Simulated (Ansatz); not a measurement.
Consider the redistribution: `[CH3][Y]([CH3])[CH3]` + `N#[C][SnH2][F]` → `[CH3][Y]([CH3])[F]` + `[CH3][SnH2][C]#N`.

Isolated molecules relaxed with PBE0-D4/def2-TZVP in Ansatz; ΔE leaves out vibrations. CCSD(T)/CBS is the MP2 limit (def2-TZVPP, def2-QZVPP) plus CCSD(T) − MP2 in def2-TZVPP, frozen cores. def2 core potentials past Kr. For Sn, Y outer-core shells are correlated without core-valence functions, which leaves a few kJ/mol of doubt a bond.

`[CH3][Y]([CH3])[CH3]`:

Z-matrix (Å, degrees):
```
C
Y 1 2.341
H 1 1.100 2 114.1
H 1 1.099 2 111.4 3 -120.3
H 1 1.098 2 111.6 3 120.4
C 2 2.340 1 111.2 3 116.6
C 2 2.340 1 111.3 3 -118.7
H 6 1.099 2 111.5 1 2.7
H 6 1.100 2 114.2 1 -117.6
H 6 1.098 2 111.5 1 122.0
H 7 1.099 2 111.5 1 -3.6
H 7 1.099 2 111.5 1 -122.9
H 7 1.100 2 114.2 1 116.7
```

`N#[C][SnH2][F]`:

Cartesian coordinates in Å:
```
N 0.695 2.251 -1.165
C 0.391 1.259 -0.664
Sn -0.158 -0.593 0.169
F -0.411 -0.193 2.020
H 1.148 -1.663 0.078
H -1.665 -1.061 -0.437
```

`[CH3][Y]([CH3])[F]`:

Z-matrix (Å, degrees):
```
C
Y 1 2.345
H 1 1.099 2 109.5
H 1 1.100 2 112.8 3 117.3
H 1 1.097 2 115.1 3 -119.6
C 2 2.344 1 109.7 3 -47.5
F 2 1.988 1 114.3 3 82.9
H 6 1.100 2 113.2 1 -101.2
H 6 1.097 2 114.3 1 136.7
H 6 1.099 2 109.8 1 16.7
```

`[CH3][SnH2][C]#N`:

```xyz
9

C     0.318    1.373   -0.290
Sn    0.479   -0.678    0.250
C    -1.482   -1.474    0.120
N    -2.558   -1.879    0.040
H     1.297    1.849   -0.234
H    -0.064    1.452   -1.307
H    -0.366    1.875    0.393
H     0.962   -0.921    1.862
H     1.415   -1.595   -0.834
```

| species | CCSD(T)/CBS(def2) energy (Eh) |
| --- | --- |
| `[CH3][Y]([CH3])[CH3]` | -157.79385 |
| `N#[C][SnH2][F]` | -407.77206 |
| `[CH3][Y]([CH3])[F]` | -217.82679 |
| `[CH3][SnH2][C]#N` | -347.81716 |

Work out ΔE.

ΔE = (-217.82679) + (-347.81716) − (-157.79385) − (-407.77206) = -0.07804 Eh = -49.0 kcal/mol.

Largest T1 diagnostic among the species: 0.014.

From BLYP to BHLYP (50 % exact exchange), in def2-TZVPP and without D4, ΔE moves by −1.4 kcal/mol. At CCSD(T), def2-SVP lies −4.8 kcal/mol from the extrapolated value and def2-TZVPP +0.2 kcal/mol. In def2-TZVPP, CCSD(T) changes the Hartree–Fock value by −1.1 kcal/mol (the triples alone add −0.0 kcal/mol) and MP2 by −2.5 kcal/mol.
